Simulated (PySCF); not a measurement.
Si(H)(I)(OH)2, SMILES O[SiH](O)I (H3IO2Si) (PBE0/def2-SVP optimised geometry):

```
7

Si    -0.719    -0.628     0.000
O     -1.375     0.889     0.000
O      0.931    -0.628     0.000
I     -1.582    -1.662    -2.036
H     -1.113    -1.424     1.183
H     -1.210     1.424     0.784
H      1.375    -0.294    -0.786
```

Method: PBE0/def2-TZVP, def2 effective core potentials past Kr run with PySCF.

What are the frontier orbital energies and the dipole moment?

HOMO-2 -9.13 eV, HOMO-1 -7.77 eV, HOMO -7.71 eV, LUMO -0.06 eV, LUMO+1 0.32 eV; dipole moment 1.94 D.

On the same geometry PBE/def2-TZVP, def2 effective core potentials past Kr (PySCF) gives HOMO-2 -7.78 eV, HOMO-1 -6.62 eV, HOMO -6.54 eV, LUMO -0.95 eV, LUMO+1 -0.55 eV; dipole moment 1.91 D.
